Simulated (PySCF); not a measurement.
Sb(Cl)(SiH3)2 (ClH6SbSi2), SMILES [SiH3][Sb]([SiH3])[Cl].

Coordinates come from a B3LYP-D3(BJ)/def2-SVP optimisation. The structure was generated by enumeration; whether it is a known compound was not checked. The def2 effective core potentials stand for the cores of Sb; spin–orbit coupling is left out.

The numbers are results of TDA-B3LYP/def2-SVPD (PySCF), not measurements.

Vertical excitations. The molecule is in vacuum. State labels are in the subgroup Cs.

| state | symmetry | energy (eV) | λ (nm) | f | main pairs |
|---|---|---|---|---|---|
| S1 | A' | 3.73 | 332 | 0.006 | HOMO→LUMO 98 % |
| S2 | A" | 4.16 | 298 | 0.000 | HOMO−1→LUMO 99 % |
| S3 | A" | 5.32 | 233 | 0.041 | HOMO→LUMO+1 73 %, HOMO−3→LUMO 13 % |
| S4 | A' | 5.38 | 230 | 0.006 | HOMO−2→LUMO 95 % |
| S5 | A' | 5.41 | 229 | 0.058 | HOMO→LUMO+2 84 %, HOMO−1→LUMO+1 14 % |
| S6 | A" | 5.57 | 223 | 0.016 | HOMO−3→LUMO 84 % |
| S7 | A' | 5.87 | 211 | 0.056 | HOMO−1→LUMO+1 57 %, HOMO→LUMO+3 27 % |
| S8 | A" | 6.13 | 202 | 0.317 | HOMO−1→LUMO+2 72 % |
| S9 | A' | 6.21 | 200 | 0.047 | HOMO→LUMO+3 66 %, HOMO−1→LUMO+1 14 % |
| S10 | A" | 6.53 | 190 | 0.007 | HOMO−5→LUMO 95 % |
| T1 | A' | 3.11 | 399 | 0 | HOMO→LUMO 99 % |
| T2 | A" | 3.71 | 334 | 0 | HOMO−1→LUMO 99 % |
| T3 | A" | 4.48 | 277 | 0 | HOMO→LUMO+1 94 % |
| T4 | A' | 4.80 | 258 | 0 | HOMO→LUMO+2 49 %, HOMO−2→LUMO 25 %, HOMO−1→LUMO+1 21 % |
Triplets are in the Tamm–Dancoff approximation.
